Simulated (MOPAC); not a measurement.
MOPAC input (AM1):

```
AM1 FORCE THERMO(298,298) PRECISE LET GEO-OK AUX(PRECISION=9) THREADS=1
GaI

Ga    0.00000000 1    0.00000000 1   -1.60875757 1
I     0.00000000 1    0.00000000 1    0.92314057 1
```

Output:

```
 *******************************************************************************
 **                                                                           **
 **                              MOPAC v23.2.5                                **
 **                                                                           **
 *******************************************************************************
 ** MOPAC's Digital Object Identifier: https://doi.org/10.5281/zenodo.6511958 **
 **                                                                           **
 ** Please cite the open-source release paper for use of this MOPAC version:  **
 ** J. E. Moussa and J. J. P. Stewart (2026)                                  **
 ** MOPAC: An open-source semiempirical molecular orbital program             **
 ** J. Open Source Softw., 11(119), 8025, https://doi.org/10.21105/joss.08025 **
 *******************************************************************************

                              AM1 CALCULATION RESULTS

 *******************************************************************************
 *  AM1        - The AM1 Hamiltonian to be used
 *  GEO-OK     - OVERRIDE INTERATOMIC DISTANCE AND OTHER SAFETY CHECKS
 *  LET        - OVERRIDE SOME SAFETY CHECKS
 *  PRECISE    - TIGHTER CRITERIA TO BE USED
 *  FORCE      - FORCE CALCULATION SPECIFIED
 *  AUX        - OUTPUT AUXILIARY INFORMATION
 *  THERMO     - THERMODYNAMIC QUANTITIES TO BE CALCULATED
 *******************************************************************************
AM1 FORCE THERMO(298,298) PRECISE LET GEO-OK AUX(PRECISION=9) THREADS=1
 GaI

   ATOM   CHEMICAL          X               Y               Z
  NUMBER   SYMBOL      (ANGSTROMS)     (ANGSTROMS)     (ANGSTROMS)

     1      Ga          0.00000000  *   0.00000000  *  -1.60875757  *
     2       I          0.00000000  *   0.00000000  *   0.92314057  *

          CARTESIAN COORDINATES

    NO.       ATOM           X           Y           Z

     1        Ga          0.0000      0.0000     -1.6088
     2         I          0.0000      0.0000      0.9231

 Ga: (AM1): J. J. P. STEWART, J. MOL. MOD., 10, 155-164 (2004)
  I: (AM1): M.J.S. DEWAR AND E. G. ZOEBISCH, THEOCHEM, 180, 1 (1988).

           Empirical Formula: Ga I  =     2 atoms

      MOLECULAR POINT GROUP   :   C*v

      RHF CALCULATION, NO. OF DOUBLY OCCUPIED LEVELS = 5

          HEAT OF FORMATION =      -4.737252 KCALS/MOLE

          CARTESIAN COORDINATE DERIVATIVES

   NUMBER  ATOM         X            Y            Z

     1      Ga     -0.014455     0.000000     0.000000
     2       I      0.014455     0.000000     0.000000

 DIPOLE           X         Y         Z       TOTAL
 POINT-CHG.    -0.027     0.000     0.000     0.027
 HYBRID        -1.276    -0.000    -0.000     1.276
 SUM           -1.303    -0.000     0.000     1.303

          GRADIENT NORM =   0.02044

          MOLECULAR WEIGHT =  196.64

          ROTATIONAL CONSTANTS IN CM(-1)

          A =    0.00000000   B =    0.05843149   C =    0.05843149

           PRINCIPAL MOMENTS OF INERTIA IN UNITS OF 10**(-40)*GRAM-CM**2

          A =        0.0000   B =      479.0696   C =      479.0696

          ORIENTATION OF MOLECULE IN FORCE CALCULATION

    NO.       ATOM         X         Y         Z

     1         Ga      -1.6340    0.0000    0.0000
     2          I       0.8979    0.0000   -0.0000

    FIRST DERIVATIVES WILL BE USED IN THE CALCULATION OF SECOND DERIVATIVES

    FOR POINT-GROUP C*v  THERE ARE  84 UNIQUE SYMMETRY FUNCTIONS.

(To convert to Hartree/Bohr^2, multiply by (10^(-21) x N x a0^2)/(4.184 x 627.51) =  0.0642)

           FORCE MATRIX IN MILLIDYNES/ANGSTROM

                 Ga  1       I  2
 ------------------------------
    Ga    1   1.117539
     I    2   1.117536   1.117534

          HEAT OF FORMATION =      -4.737252 KCALS/MOLE

          ZERO POINT ENERGY       0.293 KCAL/MOL

           NORMAL COORDINATE ANALYSIS (Total motion = 1 Angstrom)

   Root No.       1

                 1 Sig

                 205.3

           1    0.6454
           2    0.0000
           3   -0.0000
           4   -0.3546
           5   -0.0000
           6    0.0000

           MASS-WEIGHTED COORDINATE ANALYSIS (NORMAL COORDINATES)

   Root No.       1

                 1 Sig

                 205.3

           1    0.8033
           2    0.0000
           3   -0.0000
           4   -0.5955
           5   -0.0000
           6    0.0000

          DESCRIPTION OF VIBRATIONS

 VIBRATION          1    1Sig        ATOM PAIR     ENERGY CONTRIBUTION    RADIAL
 FREQUENCY           205.29         Ga1 -- I 2        +100.0% (100.0%)    100.0%
 TRANSITION DIPOLE   0.7784
 TRAVEL (Ang.)       0.0854
 REDUCED MASS       45.0046
 EFFECTIVE MASS     88.0652
 FORCE CONSTANT      1.1175

      SYMMETRY NUMBER FOR POINT-GROUP C*v =  1

          SYSTEM IS A GROUND STATE

 GaI

          MOLECULE IS LINEAR

          THERE ARE  1 GENUINE VIBRATIONS IN THIS SYSTEM
          THIS THERMODYNAMICS CALCULATION IS LIMITED TO
          MOLECULES WHICH HAVE NO INTERNAL ROTATIONS

                    CALCULATED THERMODYNAMIC PROPERTIES
                                          *
   TEMP. (K)   PARTITION FUNCTION   H.O.F.    ENTHALPY  HEAT CAPACITY ENTROPY
                                   KCAL/MOL   CAL/MOLE    CAL/K/MOL  CAL/K/MOL

 298.00  VIB.     0.1590D+01                   346.4106     1.8322     2.0842
         ROT.     0.3545D+04                   592.1869     1.9872    18.2290
         INT.     0.5637D+04                   938.5975     3.8194    20.3132
         TRA.     0.2666D+28                  1480.4672     4.9680    41.7314
         TOT.                       -4.737    2419.0647     8.7874    62.0446

   *: NOTE: HEATS OF FORMATION ARE RELATIVE TO THE
            ELEMENTS IN THEIR STANDARD STATE AT 298K
              (=  Standard Enthalpy of Formation).

            Hvib:  Zero-point energy is not included.
                   frequencies of less than zero cm-1 are not included.
            Hrot = (3/2)RT
            Htra = (3/2)RT + pV = (5/2)RT

            Heat capacity is Cp, not Cv

          For more information, see: HTTP://OpenMOPAC.net/Manual/thermochemistry.html

           FORCE CONSTANT IN CARTESIAN COORDINATES (Millidynes/A)

    ATOM   CHEMICAL       X               Y               Z
   NUMBER   SYMBOL  FORCE CONSTANT  FORCE CONSTANT  FORCE CONSTANT

      1      Ga        1.117537        0.000271        0.000271
      2       I        1.117536        0.000271        0.000271

 **********************
 *                    *
 * JOB ENDED NORMALLY *
 *                    *
 **********************

 == MOPAC DONE ==
```
